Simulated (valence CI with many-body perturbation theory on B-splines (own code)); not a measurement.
The numbers below are computed, except where a source is named.
Sensitivity of CI+MBPT for Pb⁷⁵⁺

Method: relativistic CI+MBPT: five valence electrons over a frozen Dirac-Fock core [He], a basis of 6 s, 6 p, 5 d, 3 f, 1 g functions for each j, with the one-electron correlation potential Σ1 (screened to all orders), the two-electron term Σ2, the three-electron term Σ3, Breit, model QED; selected single and double excitations, second order for the rest, scaled by the run's own slope (own B-spline code, finite nucleus).

No measured spectrum was set against this ion. As an estimate, large intervals hold to a few tenths of a per cent, small ones and those within an open d or f shell to about a per cent. Among the levels kept, up to 1800 cm⁻¹ of a level comes from second order outside the variational space, and about a tenth of that is noise between levels of different J, which matters for small intervals.

The reference run has the lowest level (2s^2 2p1/2^2 2p3/2) J=3/2 and an ionisation energy of 20756.2 eV. Its largest variational space holds 9999 state functions.

Levels are named by their leading jj configuration (3d3/2^4 stands for four electrons in 3d with j = 3/2), which in mixed levels can hold well under half, so a name can repeat and another be missing. Letters in brackets count levels of one name in rising energy.

Changed runs:
A. correlating orbitals by l 3 3 3 2 1 → 4 4 3 0 0
B. scale of Σ1 1 → 0; scale of Σ2 1 → 0; three-electron term on → off
C. core polarisation of operators on → off
D. factor on the speed of light 1 → 0.9 (bad on purpose)

Excitation energies of the reference run in Ry, and shifts in cm⁻¹:

```
                       Level  Reference      A       B  C          D
  (2s^2 2p1/2 2p3/2^2) J=3/2     165.63   -483   -1994  0   +5975393
  (2s^2 2p1/2 2p3/2^2) J=5/2     167.30   +618   -2025  0   +5945495
  (2s^2 2p1/2 2p3/2^2) J=1/2     171.94   +549   -2125  0   +5986849
  (2s 2p1/2^2 2p3/2^2) J=5/2     195.75   -564   +4913  0   +6257396
  (2s 2p1/2^2 2p3/2^2) J=1/2     204.80   +258   +5857  0   +6304644
  (2s 2p1/2^2 2p3/2^2) J=3/2     204.88   +908   +7935  0   +6306414
        (2s^2 2p3/2^3) J=3/2     338.03   +100   -4238  0  +12012957
(2s 2p1/2 2p3/2^3) J=3/2 [a]     363.80   -661   +1887  0  +12267217
    (2s 2p1/2 2p3/2^3) J=5/2     366.97   +313   +2704  0  +12236515
    (2s 2p1/2 2p3/2^3) J=1/2     372.80   +604   +5122  0  +12303149
(2s 2p1/2 2p3/2^3) J=3/2 [b]     373.27  +1233   +4753  0  +12281400
     (2p1/2^2 2p3/2^3) J=3/2     406.50   -315  +12765  0  +12586760
      Ionisation energy (eV)    20756.2  -0.31    -0.2  0      +72.4
```

No effect on these energies: C.
